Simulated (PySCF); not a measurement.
# How the method changes the shape and vibrations of AlBFHN

These are calculations, not measurements. The program is PySCF 2.14.0, an open-source quantum chemistry code, run on an isolated molecule that a program drew, which may never have been made. The molecule is AlBFHN (charge 0, doublet), drawn as the SMILES string `B=[N][Al][F]`.

The geometry was optimised and harmonic frequencies were computed with HF and MP2, all in the cc-pV(D+d)Z basis, for the commonest isotopes, with a restricted reference for singlets and an unrestricted one otherwise, and a frozen core in MP2. Each result is a local minimum of its method.

Geometry at the HF minimum:
```xyz
5
AlBFHN, angstrom
B    -1.2156   -0.5499   -0.9025
N    -0.3123    0.2134   -0.5030
Al    0.9342    1.3602   -0.0133
F     1.9624    0.9395    1.2181
H    -2.0628   -1.2699   -1.2746
```

Lengths of the bonds as drawn, in Å (atoms numbered as above):
```
  bond     HF    MP2
 B1-N2  1.248  1.275
N2-Al3  1.763  1.792
Al3-F4  1.658  1.676
 B1-H5  1.172  1.181
```

Rotational constants, in GHz:
| constant | HF | MP2 |
|---|---|---|
| A | 31.3 | 32.98 |
| B | 3.228 | 3.082 |
| C | 2.926 | 2.819 |

Harmonic frequencies in cm^-1, each column in rising order, so a row needn't be the same motion in every method:
| rank | HF | MP2 |
|---|---|---|
| 1 | 113 | 100 |
| 2 | 149 | 120 |
| 3 | 290 | 265 |
| 4 | 673 | 627 |
| 5 | 829 | 724 |
| 6 | 839 | 738 |
| 7 | 858 | ? |
| 8 | 1941 | 1798 |
| 9 | 2983 | 2900 |

**Estimate the missing MP2 frequency from the HF column.**

A single factor s that minimises the squared misfit of MP2 against s times HF over the other rows is sum(HF x MP2) / sum(HF^2) = 0.9494, with an rms misfit of 43 cm^-1. For rank 7 it gives 0.9494 x 858 = 815 cm^-1. The calculation gives 833 cm^-1, 18 cm^-1 above the estimate. The drawn bonds are on average 1.4 % longer in MP2 than in HF.
